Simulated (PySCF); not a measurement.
SMILES c1c(sc(-c2ccco2)c1)C=C (C10H8OS), GFN2-xTB optimised geometry.

```
20

C      3.86     1.36     0.00
C      3.37     0.13     0.00
C      1.97    -0.21     0.00
C      1.42    -1.46     0.00
C      0.02    -1.46     0.00
C     -0.52    -0.20     0.00
C     -1.90     0.18     0.00
C     -2.50     1.41     0.00
C     -3.89     1.18     0.00
C     -4.04    -0.17     0.00
O     -2.85    -0.79     0.00
S      0.72     1.01     0.00
H      3.21     2.22     0.00
H      4.91     1.55     0.00
H      4.03    -0.73     0.00
H      2.01    -2.36     0.00
H     -0.59    -2.35     0.00
H     -1.99     2.36     0.00
H     -4.67     1.92     0.00
H     -4.91    -0.80     0.00
```

Density from B3LYP/def2-SVP run with PySCF at that geometry.

Minimum of the electron density along straight lines between bonded atoms, close to the bond critical point (lines longer than 1.1 times the sum of covalent radii, or with two minima, are not listed):

```csv
bond,length / Å,ρ at the minimum / e bohr⁻³,∇²ρ there / e bohr⁻⁵,position (fraction from the first atom)
C1–C2,1.330,0.343,-0.93,0.49
C2–C3,1.436,0.285,-0.71,0.49
C3–C4,1.373,0.319,-0.81,0.51
C4–C5,1.401,0.304,-0.77,0.50
C5–C6,1.373,0.317,-0.80,0.48
C6–C7,1.431,0.290,-0.73,0.50
C7–C8,1.375,0.321,-0.81,0.52
C8–C9,1.411,0.296,-0.71,0.50
C9–C10,1.362,0.328,-0.85,0.48
C7–O11,1.354,0.285,-0.05,0.33
C10–O11,1.343,0.289,0.07,0.33
C3–S12,1.742,0.208,-0.43,0.46
C6–S12,1.735,0.211,-0.46,0.47
C1–H13,1.078,0.283,-1.08,0.63
C1–H14,1.075,0.284,-1.09,0.63
C2–H15,1.083,0.282,-1.07,0.63
C4–H16,1.076,0.284,-1.09,0.63
C5–H17,1.075,0.286,-1.10,0.64
C8–H18,1.071,0.286,-1.11,0.63
C9–H19,1.071,0.286,-1.12,0.64
C10–H20,1.072,0.292,-1.18,0.65
```
